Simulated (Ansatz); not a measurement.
HOSi (SMILES O=[SiH]), doublet, geometry from GFN2-xTB. Base run: CCSD/def2-TZVP (Ansatz, an electronic-structure program).

Input for Ansatz:
Ansatz 0.2 input:
```yaml
crystal:
  periodic: [false, false, false]
  atoms:
    - {symbol: O, position_ang: [0.93516458, -0.41718063, -0.00427454]}
    - {symbol: Si, position_ang: [-0.41130666, 0.26471841, 0.00831062]}
    - {symbol: H, position_ang: [-1.72302340, -0.36861259, -0.08215239]}
basis:
  gaussian:
    orbitals: def2-TZVP
magnetization: {spin_polarized: true, initial_magnetization: 1}
correlation: {method: ccsd}
```

Each row names what was changed in the base input (with any setting that the change needs).

| change | ΔE vs base (kcal/mol) | MP2 correlation (Eh) | CC correlation without the perturbative part (Eh) | basis functions | core-seconds (rough) |
|---|---|---|---|---|---|
| base | 0.000 | -0.33242 | -0.33957 | 74 | 8 |
| method = bccd | 1.10 | -0.33242 | -0.33782 | 74 | 9 |
| accuracy = high | -0.001 | -0.33242 | -0.33957 | 74 | 20 |
| method = rpa | -25.44 | - | - | 74 | 2 |
| diis_vectors = 2 | 0.000 | -0.33242 | -0.33957 | 74 | 7 |
| electrons = outside_noble_gas | 0.000 | -0.33242 | -0.33957 | 74 | 8 |
| lower_state_search = off | 0.000 | -0.33242 | -0.33957 | 74 | 2 |
| method = ccsd_t | -10.28 | -0.33242 | -0.33957 | 74 | 10 |
| method = mp2 | 4.49 | -0.33242 | - | 74 | 2 |
| method = bccd_t | -10.31 | -0.33242 | -0.33782 | 74 | 10 |
